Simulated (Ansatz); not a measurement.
`CC1=CC(C)=[O+][Al-]([OH])([OH])[O]1`. The species carries charge 0 and has multiplicity 1. Geometry: relaxed with PBE0-D4/def2-TZVP. It is one conformer, not always the lowest.

```xyz
19

C     0.620   -2.044    1.826
C     0.195   -0.990    0.861
C     1.139   -0.161    0.254
C     0.794    0.825   -0.671
C     1.844    1.669   -1.309
O    -0.403    1.067   -1.034
Al   -1.924    0.332   -0.359
O    -2.906   -0.363   -1.565
O    -2.661    1.457    0.685
O    -1.057   -0.917    0.641
H     0.145   -1.850    2.791
H     1.700   -2.083    1.952
H     0.253   -3.014    1.481
H     2.181   -0.296    0.501
H     2.848    1.400   -0.985
H     1.768    1.574   -2.394
H     1.650    2.717   -1.066
H    -2.603   -1.004   -2.202
H    -3.584    1.681    0.592
```

Problem. What is the dipole moment at PBE/def2-TZVPP? (An estimate is asked.)

Solution. Computed: 4.84 D, with components (4.59, -1.51, 0.02) D in this frame, pointing from negative to positive charge.

Problem. And with r2SCAN, B3LYP, ωB97M-V? (An estimate is asked.)

Solution. Ansatz gave: r2SCAN 5.04 D, B3LYP 5.18 D, ωB97M-V 5.21 D.

Problem. Give the Mulliken charges with PBE, r2SCAN, ωB97M-V in def2-TZVPP. (Estimate.)

Solution. The calculation gave: 
```tsv
atom	PBE	r2SCAN	ωB97M-V
C1	-0.23	-0.12	-0.27
C2	0.24	0.35	0.29
C3	-0.19	-0.26	-0.21
C4	0.24	0.35	0.29
C5	-0.23	-0.12	-0.27
O6	-0.22	-0.32	-0.29
Al7	0.40	0.54	0.52
O8	-0.39	-0.45	-0.42
O9	-0.41	-0.46	-0.43
O10	-0.22	-0.32	-0.29
H11	0.11	0.08	0.13
H12	0.08	0.05	0.10
H13	0.11	0.07	0.12
H14	0.08	0.07	0.10
H15	0.08	0.05	0.10
H16	0.11	0.07	0.12
H17	0.11	0.08	0.13
H18	0.15	0.17	0.14
H19	0.17	0.18	0.15
```

B3LYP here is the variant with VWN-RPA as its local correlation; programs differ in this.
